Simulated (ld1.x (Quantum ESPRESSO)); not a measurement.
# Ru: one change to a TM potential, before and after

ld1.x (Quantum ESPRESSO) 7.5 input, shortened:

```
&input
   title='Ru', zed=44., rel=0, dft='PBE', iswitch=3,
   config='[Kr] 4d7.5 5s0.5 5p0'
 /
 &inputp
   pseudotype=2, tm=.true., lloc=0,
   nlcc=.true., new_core_ps=.true.
 /
3
5P  2  1   0.00   0.00  3.85  3.85  0.0
4D  3  2   7.50   0.00  1.15  1.15  0.0
5S  1  0   0.50   0.00  2.60  2.60  0.0
 &test
   configts(1)='4d7.5 5s0.5 5p0'
 /
```

Change: scalar-relativistic.

Cutoffs: the cutoffs (Ry, on a coarse ladder) from which the occupation-weighted sum of valence levels, in a spherical-Bessel basis at the reference potential, stays within 10 and 1 mRy of its value at 400 Ry; they do not see the model core or the augmentation charge, which bear on the density cutoff. Errors are all-electron minus pseudo energies relative to the spin-unpolarised reference configuration.

Question: What does the change do?

Answer: The potential gets neither clearly harder nor softer (80 Ry and 110 Ry → 80 Ry and 110 Ry); of the 7 tests that both files solve, the error grows in 0 and shrinks in 7 by more than 15 % and 0.3 meV (median size 27.5 → 22.2 meV); neither file shows a bound ghost.

```csv
quantity,base,changed
"cutoff, loose",80 Ry,80 Ry
"cutoff, tight",110 Ry,110 Ry
bound ghosts,none,none
"error for 4d7 5s1 5p0, meV [ΔE 0.62 → 0.32 eV]",-27,-22
"error for 4d7 5s0 5p0, meV [ΔE 7.46 → 7.61 eV]",-19,-16
"error for 4d6 5s0 5p0, meV [ΔE 25.90 → 25.80 eV]",-295,-246
"error for 4d6 5s1 5p0, meV [ΔE 11.12 → 10.43 eV]",-270,-221
"error for 4d7 5s0.5 5p0, meV [ΔE 3.29 → 3.18 eV]",-19,-14
"error for 4d6 5s2 5p0, meV [ΔE 3.10 → 2.02 eV]",-307,-258
"error for 4d7 5s0 5p1, meV [ΔE 3.72 → 3.78 eV]",-23,-18
s: phases at 4.20 bohr within 0.05 rad from the reference energy up to (Ry; the scan ends near 5),1.0,1.0
p: phases at 4.20 bohr within 0.05 rad from the reference energy up to (Ry; the scan ends near 5),1.4,1.4
d: phases at 4.20 bohr within 0.05 rad from the reference energy up to (Ry; the scan ends near 5),0.4,0.4
```
